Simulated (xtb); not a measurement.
A run for xtb: GFN2-xTB on C3H7FO (a complex), monomers drawn apart or pushed together.

```
$ xtb mol.xyz --gfn 2 --sp --chrg 0 --uhf 0
12

F      0.54772149    -0.26638405     0.36994511
H     -0.02770234    -0.29930729     1.12956725
C      1.27487595     0.04047545     3.79490533
C     -0.20941086    -0.20240304     3.82215867
C     -0.87353598    -0.27364843     5.16946579
O     -0.86361556    -0.33520026     2.80227960
H      1.46610613     1.07015154     4.11116932
H      1.78135337    -0.60903081     4.51149158
H      1.67681820    -0.10601197     2.79549598
H     -1.95489311    -0.29089728     5.05974501
H     -0.54600100    -1.18342184     5.68047193
H     -0.56725976     0.56762590     5.79455359
```

It printed:

```
[...]
           -------------------------------------------------
          |                Calculation Setup                |
           -------------------------------------------------



molecular fragmentation (1/2 indicates fragments):
112222222222
# atoms in fragment 1/2:     2    10
 fragment masses (1/2) :       20.01       58.08
CMA distance (Bohr)    :   6.728
constraining FC (au)   :  0.0500

           -------------------------------------------------
          |                 G F N 2 - x T B                 |
           -------------------------------------------------

        Reference                      10.1021/acs.jctc.8b01176
      * Hamiltonian:
        H0-scaling (s, p, d)           1.850000    2.230000    2.230000
        zeta-weighting                 0.500000
      * Dispersion:
        s8                             2.700000
        a1                             0.520000
        a2                             5.000000
        s9                             5.000000
      * Repulsion:
        kExp                           1.500000    1.000000
        rExp                           1.000000
      * Coulomb:
        alpha                          2.000000
        third order                    shell-resolved
        anisotropic                    true
        a3                             3.000000
        a5                             4.000000
        cn-shift                       1.200000
        cn-exp                         4.000000
        max-rad                        5.000000


          ...................................................
          :                      SETUP                      :
          :.................................................:
          :  # basis functions                  27          :
          :  # atomic orbitals                  27          :
          :  # shells                           17          :
          :  # electrons                        32          :
          :  max. iterations                   250          :
          :  Hamiltonian                  GFN2-xTB          :
          :  restarted?                      false          :
          :  GBSA solvation                  false          :
          :  PC potential                    false          :
          :  electronic temp.          300.0000000     K    :
          :  accuracy                    1.0000000          :
          :  -> integral cutoff          0.2500000E+02      :
          :  -> integral neglect         0.1000000E-07      :
          :  -> SCF convergence          0.1000000E-05 Eh   :
          :  -> wf. convergence          0.1000000E-03 e    :
          :  Broyden damping             0.4000000          :
          :  net charge                          0          :
          :  unpaired electrons                  0          :
          ...................................................

 iter      E             dE          RMSdq      gap      omega  full diag
   1    -18.9079868 -0.189080E+02  0.425E+00    4.86       0.0  T
   2    -18.9459791 -0.379923E-01  0.222E+00    3.80       1.0  T
   3    -18.9505917 -0.461261E-02  0.147E+00    4.34       1.0  T
   4    -18.9551375 -0.454574E-02  0.190E-01    4.08       1.0  T
   5    -18.9552065 -0.690732E-04  0.766E-02    4.10       1.0  T
   6    -18.9552198 -0.132083E-04  0.289E-02    4.08       1.0  T
   7    -18.9552217 -0.191656E-05  0.661E-03    4.08       4.4  T
   8    -18.9552216  0.686085E-07  0.543E-03    4.08       5.3  T
   9    -18.9552219 -0.280615E-06  0.706E-04    4.08      40.9  T
  10    -18.9552219 -0.482789E-09  0.128E-04    4.08     225.2  T

   *** convergence criteria satisfied after 10 iterations ***

         #    Occupation            Energy/Eh            Energy/eV
      -------------------------------------------------------------
         1        2.0000           -0.7505118             -20.4225
       ...           ...                  ...                  ...
        10        2.0000           -0.4980443             -13.5525
        11        2.0000           -0.4932695             -13.4225
        12        2.0000           -0.4910312             -13.3616
        13        2.0000           -0.4862971             -13.2328
        14        2.0000           -0.4538352             -12.3495
        15        2.0000           -0.4536111             -12.3434
        16        2.0000           -0.4245285             -11.5520 (HOMO)
        17                         -0.2745237              -7.4702 (LUMO)
        18                          0.0632375               1.7208
        19                          0.1186179               3.2278
        20                          0.1398438               3.8053
        21                          0.1560596               4.2466
       ...                                ...                  ...
        27                          0.5735862              15.6081
      -------------------------------------------------------------
                  HL-Gap            0.1500048 Eh            4.0818 eV
             Fermi-level           -0.3495261 Eh           -9.5111 eV

 SCC (total)                   0 d,  0 h,  0 min,  0.006 sec
 SCC setup                      ...        0 min,  0.000 sec (  2.857%)
 Dispersion                     ...        0 min,  0.000 sec (  1.644%)
 classical contributions        ...        0 min,  0.000 sec (  0.865%)
 integral evaluation            ...        0 min,  0.001 sec ( 11.458%)
 iterations                     ...        0 min,  0.003 sec ( 55.756%)
 molecular gradient             ...        0 min,  0.001 sec ( 25.501%)
 printout                       ...        0 min,  0.000 sec (  1.635%)

         :::::::::::::::::::::::::::::::::::::::::::::::::::::
         ::                     SUMMARY                     ::
         :::::::::::::::::::::::::::::::::::::::::::::::::::::
         :: total energy             -18.772636625122 Eh    ::
         :: gradient norm              0.021875344968 Eh/a0 ::
         :: HOMO-LUMO gap              4.081837949650 eV    ::
         ::.................................................::
         :: SCC energy               -18.955216916133 Eh    ::
         :: -> isotropic ES            0.049150971303 Eh    ::
         :: -> anisotropic ES         -0.001004442953 Eh    ::
         :: -> anisotropic XC          0.004354712426 Eh    ::
         :: -> dispersion             -0.004742407858 Eh    ::
         :: repulsion energy           0.182580291011 Eh    ::
         :: add. restraining           0.000000000000 Eh    ::
         :: total charge               0.000000000000 e     ::
         :::::::::::::::::::::::::::::::::::::::::::::::::::::

           -------------------------------------------------
          |                Property Printout                |
           -------------------------------------------------

    * Orbital Energies and Occupations

         #    Occupation            Energy/Eh            Energy/eV
      -------------------------------------------------------------
         1        2.0000           -0.7505118             -20.4225
       ...           ...                  ...                  ...
         4        2.0000           -0.6380132             -17.3612
         5        2.0000           -0.5935015             -16.1500
         6        2.0000           -0.5645576             -15.3624
         7        2.0000           -0.5574028             -15.1677
         8        2.0000           -0.5407283             -14.7140
         9        2.0000           -0.5096477             -13.8682
        10        2.0000           -0.4980443             -13.5525
        11        2.0000           -0.4932695             -13.4225
        12        2.0000           -0.4910312             -13.3616
        13        2.0000           -0.4862971             -13.2328
        14        2.0000           -0.4538352             -12.3495
        15        2.0000           -0.4536111             -12.3434
        16        2.0000           -0.4245285             -11.5520 (HOMO)
        17                         -0.2745237              -7.4702 (LUMO)
        18                          0.0632375               1.7208
        19                          0.1186179               3.2278
        20                          0.1398438               3.8053
        21                          0.1560596               4.2466
        22                          0.1728918               4.7046
        23                          0.1810222               4.9259
        24                          0.1847300               5.0268
        25                          0.2023439               5.5061
        26                          0.2612191               7.1081
        27                          0.5735862              15.6081
      -------------------------------------------------------------
                  HL-Gap            0.1500048 Eh            4.0818 eV
             Fermi-level           -0.3495261 Eh           -9.5111 eV

     #   Z          covCN         q      C6AA      α(0)
     1   9 F        0.739    -0.435    13.975     4.415
     2   1 H        0.739     0.401     0.494     1.111
     3   6 C        3.752    -0.145    23.363     6.893
     4   6 C        2.809     0.247    22.859     7.833
     5   6 C        3.752    -0.139    23.240     6.875
     6   8 O        0.857    -0.376    21.204     6.174
     7   1 H        0.924     0.077     2.015     2.220
     8   1 H        0.924     0.068     2.104     2.268
     9   1 H        0.925     0.085     1.926     2.170
    10   1 H        0.925     0.075     2.034     2.230
    11   1 H        0.924     0.074     2.041     2.234
    12   1 H        0.924     0.068     2.112     2.273

 Mol. C6AA /au·bohr⁶  :       1016.895149
 Mol. C8AA /au·bohr⁸  :      21127.459002
 Mol. α(0) /au        :         46.695903


Wiberg/Mayer (AO) data.
largest (>0.10) Wiberg bond orders for each atom

 ---------------------------------------------------------------------------
     #   Z sym  total        # sym  WBO       # sym  WBO       # sym  WBO
 ---------------------------------------------------------------------------
     1   9 F    0.811 --     2 H    0.790
     2   1 H    0.839 --     1 F    0.790
     3   6 C    3.991 --     4 C    1.019     9 H    0.977     8 H    0.965
                             7 H    0.950
     4   6 C    3.911 --     6 O    1.821     3 C    1.019     5 C    1.018
     5   6 C    3.993 --     4 C    1.018    10 H    0.981    12 H    0.965
                            11 H    0.952
     6   8 O    2.079 --     4 C    1.821
     7   1 H    0.994 --     3 C    0.950
     8   1 H    0.995 --     3 C    0.965
     9   1 H    0.993 --     3 C    0.977
    10   1 H    0.994 --     5 C    0.981
    11   1 H    0.994 --     5 C    0.952
    12   1 H    0.995 --     5 C    0.965
 ---------------------------------------------------------------------------

Topologies differ in total number of bonds
Writing topology from bond orders to xtbtopo.mol

molecular dipole:
                 x           y           z       tot (Debye)
 q only:        0.212       0.121       1.825
   full:        0.160       0.139       2.248       5.740
molecular quadrupole (traceless):
                xx          xy          yy          xz          yz          zz
 q only:       -8.963       0.145      -8.966       4.049      -0.100      17.929
  q+dip:      -11.124       0.133     -10.068       4.753      -0.220      21.192
   full:      -11.441      -0.025      -9.352       4.729      -0.263      20.793


           -------------------------------------------------
          | TOTAL ENERGY              -18.772636625122 Eh   |
          | GRADIENT NORM               0.021875344968 Eh/α |
          | HOMO-LUMO GAP               4.081837949650 eV   |
Note: The following floating-point exceptions are signalling: IEEE_UNDERFLOW_FLAG IEEE_DENORMAL
normal termination of xtb
           -------------------------------------------------

------------------------------------------------------------------------
------------------------------------------------------------------------
 total:
 SCF:
```

The run finished.

Cost: about 0.07 core-seconds (a rough figure).
